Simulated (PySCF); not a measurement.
O₂Se, charge +1, doublet, geometry from GFN2-xTB (a state made from the parent by changing its charge; the spin is typed, not shown lowest); CASSCF(3,4)/6-31G (PySCF).

Input for PySCF:
```python
from pyscf import gto, scf, mcscf
import numpy

mol = gto.M(
    atom='''
O    -1.282020   -0.604343    0.046284
Se   -0.015737    0.244394   -0.023268
O     1.348902   -0.434332    0.052605
''',
    basis='6-31g',
    charge=1,
    spin=1,
    verbose=4,
)

mf = scf.ROHF(mol)
mf.kernel()
mc = mcscf.CASSCF(mf, 4, 3)
mc.fix_spin_(ss=0.75)
mc.kernel()
occ = numpy.linalg.eigvalsh(mc.fcisolver.make_rdm1(mc.ci, mc.ncas, mc.nelecas))[::-1]
ss = mc.fcisolver.spin_square(mc.ci, mc.ncas, mc.nelecas)[0]
print('natural occupations', occ.round(4), ' <S^2>', round(ss, 4))
```

Problem. Predict the main parts of the log of this PySCF run.

Solution. 
```
PySCF version 2.14.0

[INPUT] verbose = 4
[INPUT] num. atoms = 3
[INPUT] num. electrons = 49
[INPUT] charge = 1
[INPUT] spin (= nelec alpha-beta = 2S) = 1
[INPUT] symmetry False subgroup None
[INPUT] Mole.unit = angstrom
[INPUT] Symbol           X                Y                Z      unit          X                Y                Z       unit  Magmom
[INPUT]  1 O     -1.282020000000  -0.604343000000   0.046284000000 AA   -2.422666686215  -1.142042755298   0.087464083949 Bohr   0.0
[INPUT]  2 Se    -0.015737000000   0.244394000000  -0.023268000000 AA   -0.029738620022   0.461837726487  -0.043970147466 Bohr   0.0
[INPUT]  3 O      1.348902000000  -0.434332000000   0.052605000000 AA    2.549055348878  -0.820768527135   0.099409042783 Bohr   0.0

nuclear repulsion = 201.491507683334
number of shells = 21
number of NR pGTOs = 134
number of NR cGTOs = 45
basis = 6-31g
ecp = {}

******** <class 'pyscf.scf.rohf.ROHF'> ********
method = ROHF
initial guess = minao
damping factor = 0
level_shift factor = 0
DIIS = <class 'pyscf.scf.diis.CDIIS'>
diis_start_cycle = 1
diis_space = 8
diis_damp = 0
SCF conv_tol = 1e-09
SCF conv_tol_grad = None
SCF max_cycles = 50
direct_scf = True
direct_scf_tol = 1e-13
num. doubly occ = 24  num. singly occ = 1
Set gradient conv threshold to 3.16228e-05
init E= -2548.89700797426
  HOMO = -0.341247318321095  LUMO = -0.129687811456868  gap/eV = 5.75683
cycle= 1 E= -2548.33745524846  delta_E= 0.56  |g|= 0.643  |ddm|= 1.88
  HOMO = -0.622636339962097  LUMO = -0.376027707388248  gap/eV = 6.71056
cycle= 2 E= -2548.41012255767  delta_E= -0.0727  |g|= 0.629  |ddm|= 1.26
  HOMO = -0.644045808850579  LUMO = -0.360225671794761  gap/eV = 7.72314
cycle= 3 E= -2548.49134879894  delta_E= -0.0812  |g|= 0.0376  |ddm|= 0.418
  HOMO = -0.606259556465091  LUMO = -0.330481609937646  gap/eV = 7.50430
cycle= 4 E= -2548.49229528976  delta_E= -0.000946  |g|= 0.0137  |ddm|= 0.0547
  HOMO = -0.605851325067593  LUMO = -0.331103015235807  gap/eV = 7.47628
cycle= 5 E= -2548.49250648739  delta_E= -0.000211  |g|= 0.00528  |ddm|= 0.0288
  HOMO = -0.604958320749933  LUMO = -0.33088021430047  gap/eV = 7.45805
cycle= 6 E= -2548.49253629748  delta_E= -2.98e-05  |g|= 0.00222  |ddm|= 0.0106
  HOMO = -0.604930203887901  LUMO = -0.331070480698227  gap/eV = 7.45210
cycle= 7 E= -2548.4925437597  delta_E= -7.46e-06  |g|= 0.000718  |ddm|= 0.00584
  HOMO = -0.604757958498099  LUMO = -0.331090648085402  gap/eV = 7.44687
cycle= 8 E= -2548.49254469525  delta_E= -9.36e-07  |g|= 0.000169  |ddm|= 0.00222
  HOMO = -0.604782850273368  LUMO = -0.331114232422173  gap/eV = 7.44690
cycle= 9 E= -2548.49254475361  delta_E= -5.84e-08  |g|= 7.24e-05  |ddm|= 0.000592
  HOMO = -0.604782739871456  LUMO = -0.331113440801045  gap/eV = 7.44692
cycle= 10 E= -2548.4925447557  delta_E= -2.09e-09  |g|= 5.28e-05  |ddm|= 8.06e-05
  HOMO = -0.604788551860898  LUMO = -0.331115744419129  gap/eV = 7.44702
cycle= 11 E= -2548.49254475774  delta_E= -2.04e-09  |g|= 9.76e-06  |ddm|= 0.000103
  HOMO = -0.604789716076019  LUMO = -0.331115485463355  gap/eV = 7.44706
cycle= 12 E= -2548.4925447579  delta_E= -1.56e-10  |g|= 2.89e-06  |ddm|= 3.98e-05
  HOMO = -0.604789502332137  LUMO = -0.331115446494819  gap/eV = 7.44705
Extra cycle  E= -2548.49254475791  delta_E= -7.28e-12  |g|= 2.23e-06  |ddm|= 5.7e-06
converged SCF energy = -2548.49254475791

******** <class 'pyscf.mcscf.mc1step.CASSCF'> ********
CAS (2e+1e, 4o), ncore = 23, nvir = 18
max_cycle_macro = 50
max_cycle_micro = 4
conv_tol = 1e-07
conv_tol_grad = None
orbital rotation max_stepsize = 0.02
orbital rotation threshold for CI restart = 0.01
augmented hessian ah_max_cycle = 30
augmented hessian ah_conv_tol = 1e-12
augmented hessian ah_linear dependence = 1e-14
augmented hessian ah_level shift = 1e-08
augmented hessian ah_start_tol = 2.5
augmented hessian ah_start_cycle = 3
augmented hessian ah_grad_trust_region = 3
kf_trust_region = 3
kf_interval = 4
ci_response_space = 4
ci_grad_trust_region = 3
with_dep4 0
natorb = False
canonicalization = True
sorting_mo_energy = False
ao2mo_level = 2
internal_rotation = False
******** <class 'pyscf.fci.addons.SpinPenaltyFCISolver'> ********
max. cycles = 50
conv_tol = 1e-08
davidson only = True
linear dependence = 1e-12
level shift = 0.001
max iter space = 12
nroots = 1
pspace_size = 400
spin = None
CASCI E = -2548.51183983414  S^2 = 0.7500000
Set conv_tol_grad to 0.000316228
macro iter   1 ( 21 JK    4 micro), CASSCF E = -2548.52641764022  dE = -1.45778061e-02  S^2 = 0.7500000
               |grad[o]|=0.0597  |grad[c]|=0.0138  |ddm|=0.0691  |maxRot[o]|=0.233
macro iter   2 ( 21 JK    4 micro), CASSCF E = -2548.52936171758  dE = -2.94407736e-03  S^2 = 0.7500000
               |grad[o]|=0.0255  |grad[c]|=0.0138  |ddm|=0.0105  |maxRot[o]|=0.274
macro iter   3 ( 21 JK    4 micro), CASSCF E = -2548.53411010531  dE = -4.74838773e-03  S^2 = 0.7500000
               |grad[o]|=0.0149  |grad[c]|=0.00831  |ddm|=0.00676  |maxRot[o]|= 0.31
macro iter   4 ( 21 JK    4 micro), CASSCF E = -2548.53721083232  dE = -3.10072702e-03  S^2 = 0.7500000
               |grad[o]|=0.0122  |grad[c]|=0.00437  |ddm|=0.00468  |maxRot[o]|=0.312
macro iter   5 ( 21 JK    4 micro), CASSCF E = -2548.54044357710  dE = -3.23274477e-03  S^2 = 0.7500000
               |grad[o]|=0.00624  |grad[c]|=0.0155  |ddm|=0.0639  |maxRot[o]|=0.258
macro iter   6 ( 21 JK    4 micro), CASSCF E = -2548.55155209366  dE = -1.11085166e-02  S^2 = 0.7500000
               |grad[o]|=0.0651  |grad[c]|=0.026  |ddm|=0.117  |maxRot[o]|=0.306
macro iter   7 ( 21 JK    4 micro), CASSCF E = -2548.55709059130  dE = -5.53849763e-03  S^2 = 0.7500000
               |grad[o]|=0.0688  |grad[c]|=0.0171  |ddm|=0.0907  |maxRot[o]|=0.159
macro iter   8 ( 21 JK    4 micro), CASSCF E = -2548.56217797014  dE = -5.08737885e-03  S^2 = 0.7500000
               |grad[o]|=0.0429  |grad[c]|=0.0112  |ddm|=0.0599  |maxRot[o]|=0.159
macro iter   9 ( 21 JK    4 micro), CASSCF E = -2548.56707720146  dE = -4.89923132e-03  S^2 = 0.7500000
               |grad[o]|=0.0359  |grad[c]|=0.00676  |ddm|=0.0388  |maxRot[o]|=0.159
macro iter  10 ( 20 JK    4 micro), CASSCF E = -2548.57093058170  dE = -3.85338024e-03  S^2 = 0.7500000
               |grad[o]|=0.0356  |grad[c]|=0.00685  |ddm|=0.0559  |maxRot[o]|=0.139
macro iter  11 ( 15 JK    4 micro), CASSCF E = -2548.57176244740  dE = -8.31865704e-04  S^2 = 0.7500000
               |grad[o]|=0.0193  |grad[c]|=0.00414  |ddm|=0.034  |maxRot[o]|=0.0429
macro iter  12 ( 13 JK    4 micro), CASSCF E = -2548.57209876887  dE = -3.36321467e-04  S^2 = 0.7500000
               |grad[o]|=0.00691  |grad[c]|=0.00208  |ddm|=0.00858  |maxRot[o]|= 0.04
macro iter  13 ( 13 JK    4 micro), CASSCF E = -2548.57218996436  dE = -9.11954940e-05  S^2 = 0.7500000
               |grad[o]|=0.00323  |grad[c]|=0.000376  |ddm|=0.00296  |maxRot[o]|=0.0269
macro iter  14 ( 12 JK    3 micro), CASSCF E = -2548.57219507457  dE = -5.11021290e-06  S^2 = 0.7500000
               |grad[o]|=0.000743  |grad[c]|=0.000101  |ddm|=0.000737  |maxRot[o]|=0.00746
macro iter  15 (  6 JK    1 micro), CASSCF E = -2548.57219510289  dE = -2.83121153e-08  S^2 = 0.7500000
               |grad[o]|=6.23e-05  |grad[c]|=5.6e-05  |ddm|=7.51e-05  |maxRot[o]|=0.00051
1-step CASSCF converged in  15 macro (268 JK  56 micro) steps
CASSCF canonicalization
Density matrix diagonal elements [1.77513871 0.98746158 0.22452336 0.01287635]
CASSCF energy = -2548.57219510289
CASCI E = -2548.57219510289  E(CI) = -3.74981508150995  S^2 = 0.7500000
natural occupations [1.8488e+00 9.9870e-01 1.5090e-01 1.6000e-03]  <S^2> 0.75
```
